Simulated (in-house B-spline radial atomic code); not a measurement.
**Mg V (Mg4+): 1s1 2s2 (2p1/2)2 (2p3/2)3 (with a hole in an inner shell)**

Method: Dirac-Kohn-Sham LDA VWN5, spherical fractional occupations, Fermi nucleus of rms radius 3.057 fm. Calculated with a radial B-spline atomic code at the basis-set limit.

Screening seen three ways: the hydrogenic charge with the same mean radius, Z_r = [3n² - l(l+1)]/(2<r>), the one with the same energy, Z_e = n√(-2ε), and Slater's rules. Values are occupation-weighted means over j.

```tsv
shell	electrons	ε (eV)	<r> (bohr)	Z_r	Z_e	Slater
1s	1	-1448.9	0.1279	11.73	10.32	12.00
2s	2	-168.38	0.6268	9.57	7.04	9.05
2p	5	-138.98	0.5685	8.80	6.39	9.05
```

The least bound orbital is 2p3/2 at -138.8 eV, while the most diffuse is 2s1/2 (<r> = 0.6268 bohr against 0.5692 bohr): energy order and size order differ. The part-filled 1s shell lies below the filled 2s shell in orbital energy.

For the 1s electron the small component carries 0.185 % of the norm, the zero-frequency Breit interaction raises the level by 0.445 eV, self-energy by 0.2872 eV, and vacuum polarisation lowers it by 0.01663 eV.
